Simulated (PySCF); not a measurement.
**C11H14: calculation and literature**

Geometry:
```json
{"atom": "C1", "x (Å)": "3.094", "y (Å)": "0.064", "z (Å)": "-0.076"}
{"atom": "C2", "x (Å)": "2.591", "y (Å)": "-0.532", "z (Å)": "-1.230"}
{"atom": "C3", "x (Å)": "1.219", "y (Å)": "-0.736", "z (Å)": "-1.371"}
{"atom": "C4", "x (Å)": "0.323", "y (Å)": "-0.351", "z (Å)": "-0.369"}
{"atom": "C5", "x (Å)": "-1.162", "y (Å)": "-0.553", "z (Å)": "-0.537"}
{"atom": "C6", "x (Å)": "-1.863", "y (Å)": "-1.273", "z (Å)": "0.652"}
{"atom": "C7", "x (Å)": "-2.911", "y (Å)": "-0.292", "z (Å)": "1.185"}
{"atom": "C8", "x (Å)": "-3.290", "y (Å)": "0.530", "z (Å)": "-0.043"}
{"atom": "C9", "x (Å)": "-1.939", "y (Å)": "0.776", "z (Å)": "-0.706"}
{"atom": "C10", "x (Å)": "0.844", "y (Å)": "0.249", "z (Å)": "0.786"}
{"atom": "C11", "x (Å)": "2.213", "y (Å)": "0.455", "z (Å)": "0.933"}
{"atom": "H12", "x (Å)": "4.168", "y (Å)": "0.224", "z (Å)": "0.039"}
{"atom": "H13", "x (Å)": "3.271", "y (Å)": "-0.843", "z (Å)": "-2.027"}
{"atom": "H14", "x (Å)": "0.831", "y (Å)": "-1.208", "z (Å)": "-2.278"}
{"atom": "H15", "x (Å)": "-1.307", "y (Å)": "-1.158", "z (Å)": "-1.445"}
{"atom": "H16", "x (Å)": "-2.357", "y (Å)": "-2.187", "z (Å)": "0.285"}
{"atom": "H17", "x (Å)": "-1.147", "y (Å)": "-1.595", "z (Å)": "1.422"}
{"atom": "H18", "x (Å)": "-3.766", "y (Å)": "-0.792", "z (Å)": "1.666"}
{"atom": "H19", "x (Å)": "-2.461", "y (Å)": "0.374", "z (Å)": "1.942"}
{"atom": "H20", "x (Å)": "-3.832", "y (Å)": "1.458", "z (Å)": "0.196"}
{"atom": "H21", "x (Å)": "-3.939", "y (Å)": "-0.066", "z (Å)": "-0.708"}
{"atom": "H22", "x (Å)": "-2.007", "y (Å)": "1.087", "z (Å)": "-1.759"}
{"atom": "H23", "x (Å)": "-1.408", "y (Å)": "1.580", "z (Å)": "-0.170"}
{"atom": "H24", "x (Å)": "0.166", "y (Å)": "0.561", "z (Å)": "1.586"}
{"atom": "H25", "x (Å)": "2.596", "y (Å)": "0.922", "z (Å)": "1.844"}
```

All values are calculated (PySCF 2.14): GIAO HF/pcSseg-1 shieldings, structure optimised with PBE0-D3(BJ)/def2-SVP. Isolated molecule, single conformer, relativity neglected, averaged over atoms made equivalent by symmetry, fast rotation or ring inversion.

Reference values: estimated from measurements, as parent shift plus tabulated substituent increment (solution, not stated per compound (mostly CDCl3 or CCl4); Pretsch, Buehlmann, Badertscher, Structure Determination of Organic Compounds, 4th ed. (2009)).
| atoms | quantity | reference | computed | computed, scaled |
| --- | --- | --- | --- | --- |
| C2/C11 | δ ¹³C | 128.1 | 136.6 | 129.1 |
| C3/C10 | δ ¹³C | 127.0 | 134.7 | 127.3 |
| C1 | δ ¹³C | 125.6 | 132.4 | 125.2 |

Computed shifts are σ(ref) − σ with the named reference compound (TMS for H and C) calculated as an isolated molecule at the same level. The measured values may be among those fitted. Scaled to experiment by linear calibration (H and C: mostly CDCl3 data, vs TMS): ¹³C (scatter 1.9 ppm rms, 3.6 ppm with the 5 outliers that the fit left out). Occasional misses reach two or three times the rms, and more in compound classes unlike the fitted ones.

Task: How far are the unscaled ¹³C shifts from the references?

Result: Mean signed difference +7.67 ppm, mean absolute 7.67 ppm over 3 comparisons; the largest is +8.5 ppm at C2/C11 (aromatic CH).
